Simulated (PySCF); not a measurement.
# How ionic is MSr along the alkali metals?

r²SCAN in PySCF with def2-SVPD on every atom (core potentials on Rb, Sr, Cs), for the lowest determinant that a PBE0 search found; no spin–orbit coupling. A negative dipole means M(+)Sr(−).

```csv
M,state (unpaired electrons),Re (Å),μ (D)
Li,doublet (σ ↑),3.662,-0.25
Na,doublet (σ ↑),3.922,-0.56
K,doublet (σ ↑),4.517,-2.16
Rb,doublet (σ ↑),4.718,-2.48
Cs,doublet (σ ↑),4.980,-3.20
```

Problem. Give the ionic character |μ|/(e·Re) of each, with 1 e·Å = 4.803 D, and the positive end.

Solution. SrLi 1 % (Li positive), NaSr 3 % (Na positive), KSr 10 % (K positive), RbSr 11 % (Rb positive), CsSr 13 % (Cs positive). Lone pairs and polarisation enter μ too, so this number is only a rough measure of charge transfer.

Spin–orbit coupling is left out. States were picked by a PBE0 search and need not be the measured ground states.
